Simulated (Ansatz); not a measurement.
Computed with Ansatz on PBE0-D4/def2-TZVP structures; ΔE is electronic, products minus reactants. CCSD(T)/CBS adds triple-zeta CCSD(T) − MP2 to the extrapolated MP2 energy (def2 sets, frozen cores). Functionals use def2-TZVPP. B3LYP here is the variant with VWN-RPA as its local correlation; programs differ in this. One conformer a species, not always the lowest.

Reaction (ligand exchange at the Si–C bond): `B[SiH2]OC[SiH3]` + `CB(C)N` → `CB(C)N[SiH3]` + `B[SiH2]OC`

`B[SiH2]OC[SiH3]`:

Cartesian coordinates in Å:
```
B -0.988 -1.276 2.238
Si -0.304 0.533 1.706
O -0.198 0.802 0.077
C 0.620 -0.017 -0.742
Si 0.378 0.488 -2.546
H -1.219 -1.486 3.394
H -1.165 -2.181 1.476
H 1.052 0.674 2.331
H -1.181 1.614 2.228
H 1.679 0.086 -0.466
H 0.365 -1.080 -0.621
H 0.761 1.911 -2.732
H -1.042 0.302 -2.938
H 1.241 -0.370 -3.404
```

`CB(C)N`:

Cartesian coordinates in Å:
```
C 0.049 1.212 -0.871
B -0.156 -0.105 -0.027
C 0.916 -0.558 1.038
N -1.302 -0.881 -0.225
H -0.759 1.423 -1.576
H 0.152 2.080 -0.211
H 0.984 1.163 -1.441
H 1.066 0.223 1.792
H 0.664 -1.483 1.564
H 1.893 -0.701 0.564
H -2.019 -0.643 -0.889
H -1.487 -1.729 0.283
```

`CB(C)N[SiH3]`:

```xyz
15

C    -0.327    2.094   -0.261
B     0.043    0.570   -0.103
C     1.522    0.086   -0.358
N    -0.951   -0.363    0.276
Si   -0.766   -2.078    0.496
H     0.374    2.731    0.289
H    -1.340    2.349    0.063
H    -0.232    2.392   -1.311
H     1.932    0.531   -1.270
H     1.657   -0.997   -0.428
H     2.164    0.438    0.459
H    -1.876    0.006    0.447
H    -2.091   -2.610    0.911
H    -0.344   -2.754   -0.758
H     0.234   -2.394    1.548
```

`B[SiH2]OC`:

Z-matrix (Å, degrees):
```
Si
O 1 1.649
B 1 1.999 2 111.2
H 1 1.498 2 110.0 3 121.8
H 1 1.498 2 109.9 3 -121.9
C 2 1.407 1 122.1 3 179.9
H 3 1.195 1 123.5 2 0.3
H 3 1.197 1 118.8 2 -179.8
H 6 1.097 2 111.5 1 61.2
H 6 1.097 2 111.5 1 -60.2
H 6 1.091 2 108.4 1 -179.5
```

(1) Is it downhill or uphill in electronic energy at CCSD(T)/CBS, and by how much? (Estimate.)

(2) What do these levels give: PBE0-D4, B3LYP-D4, ωB97X-V, PBE, PBE0, HF/def2-TZVPP, MP2/def2-TZVPP, CCSD/def2-TZVPP, CCSD(T)/def2-TZVPP, SCS-MP2/def2-QZVPP, HF/CBS(def2), CCSD/CBS(def2)? (An estimate is asked.)

Largest T1 diagnostic among the species: 0.012.

Answers

(1) The calculation gave: Downhill: ΔE = -14.0 kcal/mol.

(2) Ansatz gave: PBE0-D4 -12.6, B3LYP-D4 -13.5, ωB97X-V -13.5, PBE -11.1, PBE0 -12.4, HF/def2-TZVPP -16.3, MP2/def2-TZVPP -14.7, CCSD/def2-TZVPP -14.3, CCSD(T)/def2-TZVPP -14.0, SCS-MP2/def2-QZVPP -15.1, HF/CBS(def2) -16.5, CCSD/CBS(def2) -14.3 kcal/mol.

In def2-TZVPP, CCSD(T) changes the Hartree–Fock value by +2.3 kcal/mol (the triples alone add +0.3 kcal/mol) and MP2 by +1.5 kcal/mol. From PBE to PBE0 (25 % exact exchange), in def2-TZVPP and without D4, ΔE moves by −1.2 kcal/mol.
